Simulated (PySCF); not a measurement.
FH₅O₃Si₂, SMILES O[Si](O)(F)O[SiH3].

Geometry: PBE-D3(BJ)/def2-SVP. The values are those of a single conformer.

These are PBE-D3(BJ)/def2-SVP in PySCF values and carry that method's errors.

Frequencies are harmonic and unscaled.

```csv
mode,ν (cm⁻¹),IR (km/mol),moving atoms (share of kinetic energy)
1,33,4.0,"O 50 %, Si 20 %, H 15 %, F 15 %"
2,74,2.4,"H 62 %, O 25 %, Si 13 %"
3,79,2.4,"H 48 %, O 31 %, Si 19 %"
4,160,20.1,"H 81 %, F 9 %, O 9 %"
5,171,108.7,"H 61 %, O 21 %, F 15 %"
6,258,7.9,"O 69 %, H 16 %, F 13 %"
7,297,87.4,"F 30 %, O 28 %, H 23 %, Si 19 %"
8,319,22.2,"O 44 %, H 29 %, Si 15 %, F 12 %"
9,359,36.1,"O 56 %, Si 22 %, F 19 %"
10,367,48.2,"O 49 %, Si 23 %, F 16 %, H 12 %"
11,611,18.1,"O 38 %, Si 36 %, H 17 %, F 9 %"
12,697,40.0,"H 84 %, Si 9 %"
13,717,48.7,"H 75 %, O 15 %, Si 9 %"
14,770,118.3,"H 46 %, O 38 %, F 9 %"
15,795,185.9,"H 72 %, O 26 %"
16,850,102.9,"H 41 %, Si 24 %, O 18 %, F 17 %"
17,915,50.8,H 96 %
18,916,43.6,H 94 %
19,935,201.3,"Si 46 %, O 26 %, F 21 %"
20,953,324.3,"H 69 %, Si 20 %, O 11 %"
21,980,221.5,"Si 45 %, O 32 %, H 19 %"
22,1073,424.2,"O 67 %, Si 23 %, H 10 %"
23,2172,70.1,H 98 %
24,2179,126.7,H 96 %
25,2193,122.1,H 96 %
26,3775,96.8,H 94 %
27,3782,93.1,H 94 %
```
